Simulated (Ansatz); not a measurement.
Species: dimethyl(methylsulfanyl)borane, C$_{3}$H$_{9}$BS, net charge 0, singlet state. 
Geometry from a B3LYP-D3(BJ)/def2-TZVP (Ansatz, a quantum-chemistry and plane-wave program) optimisation:
```
B
C 1 1.5706
H 2 1.0907 1 115.22
H 2 1.0958 3 108.17 1 123.04
H 2 1.0958 3 108.17 4 113.92
C 1 1.5724 2 121.91 3 180.00
H 6 1.0914 1 112.61 2 0.00
H 6 1.0948 7 107.77 1 123.19
H 6 1.0948 7 107.77 8 113.63
S 1 1.7923 2 116.05 3 0.00
C 10 1.8229 1 105.75 2 180.00
H 11 1.0879 10 110.80 1 -60.97
H 11 1.0879 12 109.65 10 -122.62
H 11 1.0880 12 109.13 13 -119.48
```

Computed values are from Ansatz. Correlated levels leave the core frozen unless marked. Open shells are spin-unrestricted. No spin-orbit coupling. Non-relativistic. Basis-set limits of correlation are two-point, X^-3; Hartree-Fock from the larger set.

Question: What is the atomisation energy De at CCSD(T)/CBS(cc-pV(T+d)Z,cc-pV(Q+d)Z)?

Answer: 1277.5 kcal/mol.

Question: What is the dipole moment at CCSD(T)/aug-cc-pV(D+d)Z?

Answer: 1.46 D.

Question: What is the total energy at CCSD(T)/CBS(cc-pV(T+d)Z,cc-pV(Q+d)Z)?

Answer: -542.1812 Eh.

Question: What is the T1 diagnostic at CCSD/cc-pV(Q+d)Z?

Answer: 0.012.
